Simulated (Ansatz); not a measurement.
A made-up structure of ZnBH2, doublet:

```xyz
4
angstrom
B 0.4017 -0.9426 0.6632
Zn -0.3362 0.7892 -0.5553
H 0.8400 -1.9706 1.3857
H -0.9054 2.1241 -1.4936
```

It is relaxed with PBE-D4/def2-SVP and then PBE0-D4/def2-TZVP (Ansatz 0.2.0). Atoms count as bonded within 1.22 times the sum of their covalent radii (H–H: 0.88 Å). The end point is not checked to be a true minimum.

Q: Does its bonding change? (A judgement: the text doesn't fix the answer.)

A: Computed: No: no bond forms or breaks.

Where it ends: The first stage lowers the energy by 0.56 eV in 4 steps. It ends as ZnBH₂ ([BH][ZnH]):
```xyz
4
angstrom
B 0.3588 -0.8416 0.5920
Zn -0.3004 0.7046 -0.4955
H 0.7498 -1.7594 1.2372
H -0.8083 1.8963 -1.3336
```

Labels in which every atom is bracketed show which atoms are joined, not bond orders.

For scale, one of the runs: PBE0-D4/def2-TZVP relaxation, 91 basis functions, launched by `ansatz run in.yaml --threads 2 --pin off --events-out ev --progress --plain --max-ram 4352MiB`. The run took about 2.1 min on 2 CPU threads of an Arm Neoverse V2 (shared host).
